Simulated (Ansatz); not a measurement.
This geometry of CH8BNSi (12 atoms, charge 0, multiplicity 1) is a first-order saddle point.

The calculation used RKS B3LYP/def2-SVP (Ansatz 0.2.0).

```xyz
12
Properties=species:S:1:pos:R:3
B -0.983 1.317 -0.268
C 0.057 0.385 0.396
N -0.374 -0.350 1.606
Si 0.679 -0.798 -0.998
H -0.622 2.077 -1.139
H -2.154 1.254 0.013
H 1.004 0.945 0.554
H 0.231 -0.121 2.394
H -0.316 -1.363 1.500
H 1.264 -0.051 -2.147
H -0.429 -1.670 -1.487
H 1.720 -1.680 -0.389
```

(1) Which two structures does it join? (They come from a converged band through this point; their orientation in space is the band's.)

(2) How far does it lie above each of them?

Results:

(1) No bond is made or broken. The dihedral Si4–C2–N3–H9 goes from -82 to 77°.

Initial state:

```xyz
12
Properties=species:S:1:pos:R:3
B -0.946 1.218 -0.261
C 0.171 0.499 0.492
N -0.126 -0.250 1.696
Si 0.682 -0.714 -0.973
H -0.668 2.041 -1.100
H -2.102 0.894 -0.106
H 1.086 1.109 0.604
H 0.526 -1.009 1.889
H -1.074 -0.621 1.700
H 1.296 -0.049 -2.158
H -0.467 -1.563 -1.402
H 1.700 -1.611 -0.346
```

Final state:

```xyz
12
Properties=species:S:1:pos:R:3
B -0.974 1.175 -0.261
C 0.133 0.370 0.431
N -0.246 -0.543 1.500
Si 0.680 -0.758 -1.052
H -0.670 2.039 -1.049
H -2.142 0.921 -0.081
H 1.033 0.997 0.611
H -0.833 -0.096 2.201
H 0.560 -0.947 1.973
H 1.422 0.018 -2.088
H -0.482 -1.449 -1.678
H 1.596 -1.783 -0.472
```

(2) 0.241 eV above the first and 0.244 eV above the second. This is the barrier of this one path; another mechanism may lie lower.

Time of the run: 3 min on 2 threads of Arm Neoverse V1, with other jobs on the host, peak memory 0.21 GiB.
